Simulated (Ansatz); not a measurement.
F2HInS, SMILES `[F][In]([F])[SH]`, relaxed with RKS PBE0-D4/def2-TZVP in the Gaussian-basis code of Ansatz from a PBE-D4/def2-SVP geometry. The force threshold is 0.005 eV/Å; the program also tests the step.

Total charge 0; spin multiplicity 1. In: def2 effective core potential.

Start:

```xyz
5

F    -0.013   -0.323    2.082
In   -0.532    0.153    0.241
F    -2.366    0.840    0.065
S     0.968   -0.096   -1.607
H     1.943   -0.574   -0.780
```

**Question.** By how much does the energy fall, and how many steps does the optimiser take? (Estimate.)

**Answer.** The calculation gave: 5.23 kJ/mol, in 5 steps, 1 of them rejected.

**Question.** Which bonds change most? (An estimate is asked.)

**Answer.** The calculation gave: In2–S4 from 2.394 to 2.341 Å; F1–In2 from 1.971 to 1.934 Å; In2–F3 from 1.966 to 1.929 Å; S4–H5 from 1.365 to 1.346 Å.

**Question.** Give the relaxed structure. (Estimate.)

**Answer.** The calculation gave: 
```xyz
5

F    -0.042   -0.305    2.040
In   -0.517    0.151    0.222
F    -2.322    0.819    0.093
S     0.956   -0.095   -1.580
H     1.925   -0.569   -0.775
```
